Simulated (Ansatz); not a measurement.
A structure relaxed at r2SCAN-D4/def2-SVP in Ansatz, charge 0, singlet:

```xyz
12

C    -0.780   -0.142   -0.279
C     0.492    0.149   -1.004
C     1.437   -0.750   -1.311
Ge   -0.729    0.537    1.575
H    -1.642    0.340   -0.769
H    -0.980   -1.225   -0.234
H     0.662    1.201   -1.274
H     1.320   -1.811   -1.063
H     2.357   -0.454   -1.824
H    -0.404    2.040    1.564
H     0.360   -0.208    2.362
H    -2.093    0.322    2.255
```

**Question.** Give its formula, name or SMILES.

**Answer.** Ge(eta1-allyl)H3 (C3H8Ge).

**Question.** Summarise the bond lengths by kind (pairs closer than 1.2 times the sum of covalent radii, bridged metal pairs left out).

**Answer.** 2 × C–C 1.34 to 1.49 Å; 1 × C–Ge 1.98 Å; 5 × C–H 1.09 to 1.10 Å; 3 × Ge–H 1.54 Å.

Another isomer (singlet) lies 0.17 eV lower at PBE0-D4/def2-TZVP; other spin states weren't run for this one.
